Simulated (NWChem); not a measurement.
# Atomisation of H5AlO

SMILES: O.[AlH3]
```xyz
7

Al    -0.7107     0.3347    -0.1012
H     -1.2485     0.6585     1.3622
H     -0.1542     1.5495    -0.9857
H     -1.3334    -0.9243    -0.8725
O      1.1148    -0.5215     0.2493
H      1.8643    -0.0275    -0.1170
H      1.1924    -1.4350    -0.0658
```
Charge 0, spin multiplicity 1.

All runs are NWChem calculations. Structure: optimised with B3LYP/def2-SVP, a minimum by its harmonic frequencies.

Basis set: def2-TZVP. The atomisation energy is electronic alone: no zero-point, thermal, spin-orbit or counterpoise terms. No value is extrapolated to the basis-set limit. Free atoms are single determinants with multiplicities Al 2, H 2, O 3.

B3LYP has NWChem's definition, with VWN1-RPA local correlation. The structure started from a generated list of species. The stability of the SCF solutions was not checked. Open-shell Hartree-Fock references start from PBE0 orbitals.

**Question.** One of these methods gave an atomisation energy of 339.1 kcal/mol. Which?
(A) BLYP
(B) HF
(C) BHandHLYP
(D) LDA (SVWN5)

**Answer.** B, HF. The others give 514.9 (LDA (SVWN5)), 454.7 (BLYP), 449.6 (BHandHLYP).
